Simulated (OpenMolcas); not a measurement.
**Co5+, Rh5+, Ir5+: d⁴ down the group**

| Item | Value |
| --- | --- |
| Program | OpenMolcas 26.06 |
| Method | RASSCF |
| Basis | ANO-RCC-VQZP |
| Scalar Hamiltonian | DKH2, point nucleus |
| Spin-orbit coupling | state interaction with AMFI integrals over the reference wave functions, term energies averaged over their components |

Active space for each ion: 10 electrons in 8 orbitals (RAS1 p, at most 2 holes; RAS2 d).

Computed levels in cm-1 above ⁵D₀:

| Level | Co5+ | Rh5+ | Ir5+ |
| --- | --- | --- | --- |
| ⁵D₁ | 215 | 669 | 5506 |
| ⁵D₂ | 628 | 1756 | 10291 |
| ⁵D₃ | 1210 | 3080 | 14027 |
| ⁵D₄ | 1935 | 4546 | 16571 |
| ³P₁(1) | 29346 | 22593 | 32173 |
| ³H₄ | 32428 | 23520 | 26935 |
| ³H₅ | 32931 | 25306 | 33641 |
| ³F₂(1) | 33307 | 25540 | 32064 |
| ³H₆ | 33440 | 26592 | 36677 |
| weight of ⁵D in the lowest level (%) | 100 | 96 | 64 |

Mixed levels, with the weight of the term that names them: Rh5+ ³H₄ (70 %), Ir5+ ⁵D₀ (64 %), Ir5+ ⁵D₄ (70 %), Ir5+ ³H₄ (54 %), Ir5+ ³F₂(1) (69 %).

Measured, with the error of the calculation in %. Measured levels: Co5+ from Sugar and Corliss, J. Phys. Chem. Ref. Data 10, 1097 (1981).

```
 Level           Co5+
   ⁵D₁     204 (+5.6)
   ⁵D₂     589 (+6.6)
   ⁵D₃    1125 (+7.6)
   ⁵D₄    1782 (+8.6)
³P₁(1)   28462 (+3.1)
   ³H₄  28377 (+14.3)
   ³H₅  28806 (+14.3)
³F₂(1)   30555 (+9.0)
   ³H₆  29234 (+14.4)
```

The fine-structure level ⁵D₄ changes by a factor of 8.56 from Co5+ to Ir5+.

Without spin-orbit coupling ³P(1) lies 29152, 21388, 20256 cm-1 above ⁵D in that order; the difference to the level ³P₁(1), of either sign, comes from spin-orbit coupling, which also lowers the zero.

Without dynamic correlation excited terms often stand tens of per cent too high (terms of higher spin than the ground term too low), and those without a measured partner can miss by more than the paired ones. Active for correlation alone: 3p; no level in the range computed is led by a configuration that opens it, so any true level of that kind is missing (holds for Co5+). Active for correlation alone: 4p; no level in the range computed is led by a configuration that opens it, so any true level of that kind is missing (holds for Rh5+). Active for correlation alone: 5p; no level in the range computed is led by a configuration that opens it, so any true level of that kind is missing (holds for Ir5+). Measured partners are found by configuration, term and J. A level has none where our copy of the source lacks it or the pairing is in doubt (some pairs that miss far off the trend of their configuration count as doubtful), and it then counts in no deviation. Levels of configurations outside the active space are missing.

A number in round brackets counts repeated terms of one configuration in the order of the reference energies.
